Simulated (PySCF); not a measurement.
First SCF of a structure search on singlet TaO₂(OH), at a hand-made trigonal pyramidal (heavy-atom frame) geometry. PySCF input:

```python
from pyscf import gto, scf, dft
mol = gto.M(atom='''
Ta     0.000000     0.000000     0.000000
O      1.615800     0.000000     0.859100
O     -0.807900     1.399300     0.859100
O     -0.922700    -1.598100     0.981200
H     -1.832000    -1.702300     1.270900''',
    basis={'Ta': 'def2-TZVP', 'O': 'def2-TZVP', 'H': 'def2-TZVP'},
    ecp={'Ta': 'def2-TZVP'},
    charge=0, spin=0)
mf = dft.RKS(mol, xc='PBE0')
mf.grids.atom_grid = (50, 194)
aux = {'Ta': 'def2-universal-JKFIT', 'O': 'def2-universal-JKFIT', 'H': 'def2-universal-JKFIT'}
mf = mf.density_fit(auxbasis=aux)
mf.conv_tol = 1e-08
mf.diis_space = 10
mf.max_cycle = 60
mf.init_guess = 'minao'
mf.verbose = 4
mf.kernel()
```

Excerpt of the output (cycles and frontier levels):

```
init E= -263.229756906727
  HOMO = -0.566617485503785  LUMO = -0.342224601584551  gap/eV = 6.10604
cycle= 1 E= -282.79249905504  delta_E= -19.6  |g|= 1.47  |ddm|= 7.28
  HOMO = -0.142994372017189  LUMO = -0.0546520954060114  gap/eV = 2.40392
cycle= 2 E= -273.600157161891  delta_E= 9.19  |g|= 6.12  |ddm|= 4.04
  HOMO = -0.216144668316375  LUMO = -0.0893742060323461  gap/eV = 3.44960
cycle= 3 E= -283.065310547615  delta_E= -9.47  |g|= 0.845  |ddm|= 3.76
  HOMO = -0.259764680953182  LUMO = -0.146857698669937  gap/eV = 3.07236
cycle= 4 E= -283.153187304904  delta_E= -0.0879  |g|= 0.597  |ddm|= 0.758
  HOMO = -0.292266137495638  LUMO = -0.160015055884358  gap/eV = 3.59874
cycle= 5 E= -283.214075851718  delta_E= -0.0609  |g|= 0.139  |ddm|= 0.301
  HOMO = -0.281512590764525  LUMO = -0.147021613108304  gap/eV = 3.65969
cycle= 6 E= -283.217693387607  delta_E= -0.00362  |g|= 0.0648  |ddm|= 0.0947
  HOMO = -0.286538998271446  LUMO = -0.146502459670486  gap/eV = 3.81059
cycle= 7 E= -283.218312132897  delta_E= -0.000619  |g|= 0.0366  |ddm|= 0.0341
  HOMO = -0.287462587750692  LUMO = -0.146374076499072  gap/eV = 3.83921
cycle= 8 E= -283.218524395309  delta_E= -0.000212  |g|= 0.0168  |ddm|= 0.0195
  HOMO = -0.287966751702168  LUMO = -0.146193375942818  gap/eV = 3.85785
cycle= 9 E= -283.218579247634  delta_E= -5.49e-05  |g|= 0.00188  |ddm|= 0.00797
  HOMO = -0.287989570875194  LUMO = -0.146130341996187  gap/eV = 3.86019
cycle= 10 E= -283.218579995643  delta_E= -7.48e-07  |g|= 0.000265  |ddm|= 0.00148
  HOMO = -0.288003087833001  LUMO = -0.146141222954927  gap/eV = 3.86026
cycle= 11 E= -283.218580013972  delta_E= -1.83e-08  |g|= 5.73e-05  |ddm|= 0.000231
  HOMO = -0.288000688158121  LUMO = -0.146140519648704  gap/eV = 3.86021
cycle= 12 E= -283.218580014988  delta_E= -1.02e-09  |g|= 1.67e-05  |ddm|= 6.08e-05
  HOMO = -0.287998107488846  LUMO = -0.14614021461912  gap/eV = 3.86015
Extra cycle  E= -283.218580014927  delta_E= 6.04e-11  |g|= 3.12e-05  |ddm|= 3.08e-05
converged SCF energy = -283.218580014927
```

No lower solution of this spin was found from smeared starts or by a stability analysis within the restricted form, which does not test spin polarisation.

Spin–orbit coupling, left out here, can matter for elements this heavy.

The search for the lowest solution, 3 starts and the stability check together, took 12 s on 4 threads of a shared Arm Neoverse V1 host, with 139 basis functions; the process peaked at 0.63 GiB.
